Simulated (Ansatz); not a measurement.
Consider the cleavage of the B–B bond: `C=CBB(C)S` + HBr → `CB(S)Br` + `BC=C`.

Isolated molecules relaxed with PBE0-D4/def2-TZVP in Ansatz; ΔE leaves out vibrations. CCSD(T)/CBS adds triple-zeta CCSD(T) − MP2 to the extrapolated MP2 energy (def2 sets, frozen cores). Functionals use def2-TZVPP. B3LYP here is the variant with VWN-RPA as its local correlation; programs differ in this. HSE06 is defined as in plane-wave codes. For Br outer-core shells are correlated without core-valence functions, which leaves a few kJ/mol of doubt a bond. Scalar relativity is left out up to krypton. One conformer a species, not always the lowest.

| level | ΔE (kJ/mol) | difference from CCSD(T)/CBS |
| --- | --- | --- |
| LDA (SPW92) | -78.0 | 12.8 |
| PBE-D4 | -79.7 | 11.1 |
| revPBE-D4 | -79.8 | 11.0 |
| BLYP-D4 | -82.3 | 8.5 |
| r2SCAN-D4 | -86.2 | 4.6 |
| B97M-V | -83.2 | 7.6 |
| PBE0-D4 | -83.4 | 7.4 |
| B3LYP-D4 | -85.1 | 5.7 |
| r2SCANh-D4 | -87.2 | 3.6 |
| r2SCAN0-D4 | -88.7 | 2.1 |
| HSE06-D4 | -83.5 | 7.3 |
| CAM-B3LYP-D4 | -85.2 | 5.6 |
| ωB97X-V | -87.5 | 3.3 |
| ωB97M-V | -90.5 | 0.3 |
| PBE-QIDH | -92.2 | -1.4 |
| PBE | -81.0 | 9.8 |
| BLYP | -83.7 | 7.1 |
| r2SCAN | -87.4 | 3.4 |
| PBE0 | -84.9 | 5.9 |
| B3LYP | -86.5 | 4.3 |
| r2SCANh | -88.5 | 2.3 |
| r2SCAN0 | -90.0 | 0.8 |
| HSE06 | -85.0 | 5.8 |
| BHLYP | -90.9 | -0.1 |
| CAM-B3LYP | -86.8 | 4.0 |
| LC-ωPBE | -84.8 | 6.0 |
| HF/def2-SVP | -97.8 | -7.0 |
| MP2/def2-SVP | -96.9 | -6.1 |
| CCSD/def2-SVP | -87.7 | 3.1 |
| CCSD(T)/def2-SVP | -87.4 | 3.4 |
| HF/def2-TZVPP | -97.7 | -6.9 |
| MP2/def2-TZVPP | -99.1 | -8.3 |
| SCS-MP2/def2-TZVPP | -97.3 | -6.5 |
| CCSD/def2-TZVPP | -89.1 | 1.7 |
| CCSD(T)/def2-TZVPP | -89.1 | 1.7 |
| HF/def2-QZVPP | -96.8 | -6.0 |
| MP2/def2-QZVPP | -99.7 | -8.9 |
| SCS-MP2/def2-QZVPP | -97.7 | -6.9 |
| HF/CBS(def2) | -96.7 | -5.9 |
| CCSD/CBS(def2) | -90.8 | 0.0 |
| CCSD(T)/CBS | -90.8 | 0 |

(1) What do rigid-rotor, harmonic-oscillator terms from PBE0-D4/def2-TZVP frequencies (298.15 K, 1 bar) make of the CCSD(T)/CBS value? (Best estimate.)

Largest T1 diagnostic among the species: 0.013.

## Answers

(1) Ansatz gave: ΔZPE = +5.9 kJ/mol, ΔH = -87.9 kJ/mol, ΔS = 9 J/(mol·K), ΔG = -90.6 kJ/mol. Modes under 50 cm⁻¹ make the entropy rough.

At CCSD(T), def2-SVP lies +3.4 kJ/mol from the extrapolated value and def2-TZVPP +1.7 kJ/mol. From BLYP to BHLYP (50 % exact exchange), in def2-TZVPP and without D4, ΔE moves by −7.2 kJ/mol. Leaving LDA and LC-ωPBE aside and taking each functional with its dispersion term where it has one, the values spread over 12.5 kJ/mol, from PBE-QIDH to PBE-D4. LDA lies +3.0 kJ/mol from PBE without D4.

CCSD(T)/CBS has its own doubt, a few kJ/mol and more with outer-core shells, so smaller differences from it don't rank the levels.
